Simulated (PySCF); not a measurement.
A structure optimised at PBE-D3(BJ)/def2-SVP, used in a PySCF frequency run:

```xyz
10

Sn    -0.2302     0.1066    -0.1332
C     -1.7864    -1.3516    -0.3203
H     -1.3093    -2.3495    -0.2999
H     -2.3400    -1.1679    -1.2609
H     -2.4540    -1.2198     0.5562
C      0.0468     2.1567    -0.6838
H      0.3894     2.1609    -1.7391
H      0.8245     2.5766    -0.0186
H     -0.9202     2.6870    -0.5887
Cl     1.6328    -0.7557     0.9434
```
Charge +1, spin multiplicity 1.

Problem. Write its SMILES and formula.

Solution. [CH3][Sn+]([CH3])[Cl], C₂H₆ClSn

Problem. What are its rotational constants (standard atomic weights)?

Solution. 3.8673, 2.5381, 1.5639 GHz
